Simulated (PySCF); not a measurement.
**Bonding in `CC[P+]12C=CC(C=C1)C=C2`**

C9H12P (charge +1).
Atom-mapped SMILES: `[CH3:1][CH2:2][P@@+:3]12[CH:4]=[CH:5][C@@H:6]([CH:7]=[CH:8]1)[CH:9]=[CH:10]2` (hydrogens: H11, H12, H13 on C1; H14, H15 on C2; H16 on C4; H17 on C5; H18 on C6; H19 on C7; H20 on C8; H21 on C9; H22 on C10)

Structure used (GFN2-xTB), in Å, numbered top down from 1:
```
atom  x, y, z in Å
C1     2.972   -0.413   -0.169
C2     2.083    0.830   -0.164
P3     0.336    0.363   -0.036
C4    -0.357   -0.677   -1.327
C5    -1.638   -0.933   -1.087
C6    -2.278   -0.349    0.157
C7    -1.485   -0.835    1.354
C8    -0.186   -0.568    1.410
C9    -2.121    1.157    0.086
C10   -0.900    1.669   -0.011
H11    4.015   -0.115   -0.247
H12    2.741   -1.059   -1.013
H13    2.853   -0.987    0.747
H14    2.314    1.482    0.685
H15    2.204    1.409   -1.085
H16    0.214   -1.021   -2.172
H17   -2.257   -1.536   -1.730
H18   -3.325   -0.635    0.234
H19   -2.016   -1.383    2.115
H20    0.488   -0.846    2.202
H21   -3.019    1.753    0.118
H22   -0.648    2.714   -0.069
```

Bond orders from the PBE0/pcSseg-1 density (PySCF). The structure is a single GFN2-xTB conformer in the gas phase; no vibrational or solvent corrections.

Question: Where do the orders between heavy atoms depart from those drawn in the SMILES?

Answer: The largest departure is 0.171, at C4–C5 (drawn double, 1.829), C7–C8 (drawn double, 1.829) and C9–C10 (drawn double, 1.830).

Question: Give the Mayer order of every bond between heavy atoms, beside its length.

Answer: 
```json
{"bond": "C1–C2", "drawn as": "single", "length (Å)": "1.528", "Mayer order": "1.028"}
{"bond": "C2–P3", "drawn as": "single", "length (Å)": "1.813", "Mayer order": "1.057"}
{"bond": "P3–C4", "drawn as": "single", "length (Å)": "1.797", "Mayer order": "0.954"}
{"bond": "C4–C5", "drawn as": "double", "length (Å)": "1.328", "Mayer order": "1.829"}
{"bond": "C5–C6", "drawn as": "single", "length (Å)": "1.516", "Mayer order": "0.978"}
{"bond": "C6–C7", "drawn as": "single", "length (Å)": "1.515", "Mayer order": "0.978"}
{"bond": "C7–C8", "drawn as": "double", "length (Å)": "1.328", "Mayer order": "1.829"}
{"bond": "C6–C9", "drawn as": "single", "length (Å)": "1.516", "Mayer order": "0.977"}
{"bond": "C9–C10", "drawn as": "double", "length (Å)": "1.328", "Mayer order": "1.830"}
{"bond": "C8–P3", "drawn as": "single", "length (Å)": "1.797", "Mayer order": "0.954"}
{"bond": "C10–P3", "drawn as": "single", "length (Å)": "1.799", "Mayer order": "0.963"}
```

Bonds between the same two heavy elements. C–C: lowest C6–C9, C5–C6 and C6–C7 (0.977, 1.516 Å), highest C9–C10, C4–C5 and C7–C8 (1.830, 1.328 Å); in 3 of the 21 pairs the longer bond (by over 0.003 Å) has the higher order (by 0.02 or more). C–P: lowest P3–C4 and C8–P3 (0.954, 1.797 Å), highest C2–P3 (1.057, 1.813 Å); in 3 of the 6 pairs the longer bond (by over 0.003 Å) has the higher order (by 0.02 or more). Bonds named together lie within 0.004.

Question: And the bonds to hydrogen?

Answer: C–H: 0.90 to 0.97 (12 bonds).

Question: Sum the orders of all bonds at each heavy atom with more than one neighbour and set the sums beside the valence in the SMILES.

Answer: C1 3.890 (drawn 4), C2 3.893 (drawn 4), P3 3.928 (drawn 4), C4 3.750 (drawn 4), C5 3.763 (drawn 4), C6 3.887 (drawn 4), C7 3.763 (drawn 4), C8 3.750 (drawn 4), C9 3.764 (drawn 4), C10 3.763 (drawn 4). Orders between atoms that aren't bonded are not in these sums.

Mayer orders depend on the basis set.
